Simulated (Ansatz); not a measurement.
```yaml
crystal:
  periodic: [true, true, true]
  atoms:
    - {symbol: Cl, position_ang: [-2.197439, 0.132689, -0.308135]}
    - {symbol: C, position_ang: [-0.546589, 0.084750, -1.211365]}
    - {symbol: Sn, position_ang: [0.760287, -0.501060, 0.790960]}
    - {symbol: H, position_ang: [-0.318051, 1.461009, -1.127971]}
    - {symbol: H, position_ang: [-0.291363, -0.323532, -1.863637]}
    - {symbol: H, position_ang: [0.201791, 0.723184, 1.888510]}
    - {symbol: H, position_ang: [2.142073, -0.001323, 0.390457]}
    - {symbol: H, position_ang: [0.437710, -1.653432, 1.295856]}
basis:
  gaussian: {orbitals: x2c-TZVPPall}
hamiltonian: {xc: {name: PBE0}, dispersion: d3bjatm}
```

```sh
$ ansatz run in.yaml --threads 2 --pin off --events-out ev --progress --plain --max-ram 4352MiB
```

Q: How does Ansatz answer? (Estimate.)

A: Ansatz gave: The input was rejected before any iteration.
```
Error: YAML parse error: error: line 2 column 3: crystal: missing field `lattice` (a structure is typed as `lattice` and `atoms`, a molecule's as `atoms` in Å alone, or read from a run's directory, `checkpoint`)
 --> <input>:2:3
1 | crystal:
2 |   periodic: [true, true, true]
3 |   atoms:
4 |     - {symbol: Cl, position_ang: [-2.197439, 0.132689, -0.308135]}
```
